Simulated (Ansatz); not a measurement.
Consider the isomerisation: `C[SiH]1[SiH2]S1` → `[SiH3]C1[SiH2]S1`.

Isolated molecules relaxed with PBE0-D4/def2-TZVP in Ansatz; ΔE leaves out vibrations. CCSD(T)/CBS adds triple-zeta CCSD(T) − MP2 to the extrapolated MP2 energy (def2 sets, frozen cores). Functionals use def2-TZVPP.

`C[SiH]1[SiH2]S1`:

Z-matrix (Å, degrees):
```
C
Si 1 1.863
H 1 1.091 2 110.6
H 1 1.093 2 110.3 3 -120.4
H 1 1.093 2 110.2 3 120.1
Si 2 2.246 1 124.2 3 21.1
S 2 2.154 1 116.5 3 -47.5
H 2 1.484 1 112.2 3 179.2
H 6 1.484 2 122.2 1 -1.6
H 6 1.483 2 123.5 1 156.6
```

`[SiH3]C1[SiH2]S1`:

```xyz
10

Si    1.396   -0.453   -0.466
C     0.064    0.679    0.172
Si   -1.627    0.054    0.552
S    -1.179    1.180   -1.145
H     2.233    0.229   -1.488
H     2.272   -0.885    0.659
H     0.755   -1.646   -1.077
H     0.396    1.534    0.759
H    -2.398    0.696    1.638
H    -1.911   -1.388    0.397
```

| level | ΔE (eV) |
| --- | --- |
| B97M-V | 1.37 |
| RPA@PBE/def2-TZVPP | 1.09 |
| CCSD/def2-SVP | 1.13 |
| MP2/CBS(def2) | 1.19 |

(1) What does CCSD(T)/CBS give? (Estimate.)

Largest T1 diagnostic among the species: 0.013.

Answers

(1) The calculation gave: +1.21 eV. The listed levels differ from it by 0.16, -0.12, -0.08, -0.02 eV.

Leaving LDA and LC-ωPBE aside and taking each functional with its dispersion term where it has one, the values, not all of them listed here, spread over 0.19 eV, from BLYP-D4 to B97M-V. At CCSD(T), def2-SVP lies −0.08 eV from the extrapolated value and def2-TZVPP −0.02 eV.
